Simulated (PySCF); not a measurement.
SMILES OB(O)CB(O)O (CH₆B₂O₄), singlet (GFN2-xTB optimised geometry):

```
13

O      1.959     0.517     0.000
B      0.608     0.517     0.000
O     -0.046     1.708     0.000
C     -0.188    -0.875     0.006
B     -1.393    -0.826     1.043
O     -2.340     0.135     0.877
O     -1.530    -1.649     2.118
H      2.340     1.395    -0.010
H     -1.000     1.622     0.063
H     -0.595    -1.008    -0.997
H      0.490    -1.708     0.185
H     -3.025     0.113     1.547
H     -0.849    -2.308     2.235
```

Level of theory: CAM-B3LYP/def2-TZVP (PySCF 2.14.0).

Problem. What are the frontier orbital energies and the dipole moment?

Solution. HOMO-2 -10.90 eV, HOMO-1 -10.56 eV, HOMO -10.17 eV, LUMO 1.17 eV, LUMO+1 2.18 eV; dipole moment 1.37 D.

On the same geometry PySCF with PBE/def2-TZVP gives HOMO-2 -7.76 eV, HOMO-1 -7.34 eV, HOMO -7.20 eV, LUMO -0.33 eV, LUMO+1 0.15 eV; dipole moment 1.32 D.

Meta-Löwdin charges at CAM-B3LYP/def2-TZVP: O1 -0.53, B2 0.47, O3 -0.54, C4 -0.49, B5 0.47, O6 -0.54, O7 -0.54, H8 0.35, H9 0.36, H10 0.15, H11 0.12, H12 0.35, H13 0.36.
